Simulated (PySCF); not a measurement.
## Exercise with solution: dipole moment from atomic charges

CH₃BeBrO, SMILES C[O][Be][Br]. Atoms are numbered in the order given.

```xyz
7

Be     0.0000     0.0000    -0.5634
Br     0.0000     0.0000     1.4016
O      0.0000     0.0000    -1.9506
C      0.0000     0.0000    -3.3362
H     -0.8940     0.5161    -3.7273
H      0.8940     0.5161    -3.7273
H      0.0000    -1.0323    -3.7273
```

The structure is a stationary point at ωB97X-D3(BJ)/def2-SVP. One conformer was computed; it need not be the lowest.

Charges (e) from PySCF with M06-2X/def2-TZVPD:

```
atom  ESP fit     IAO
----  -------  ------
Be1     0.374   1.556
Br2    -0.251  -0.710
O3     -0.122  -1.084
C4     -0.524  -0.167
H5      0.175   0.135
H6      0.175   0.135
H7      0.174   0.135
```

The dipole moment of the full density is 2.39 D.

### Question
What dipole moment does each set of point charges give, and which comes closer to that of the density?

### Answer

μ = Σ q r, and 1 e Å = 4.8032 D.
ESP fit: Σ q r = (0.000, 0.001, -0.529) e Å, |μ| = 2.54 D.
IAO: Σ q r = (0.000, 0.000, -0.710) e Å, |μ| = 3.41 D.
ESP fit comes closer in size. Point charges leave out the atoms' own dipoles (lone pairs, polarised bonds); fits to the potential absorb them, partitions of the density don't.
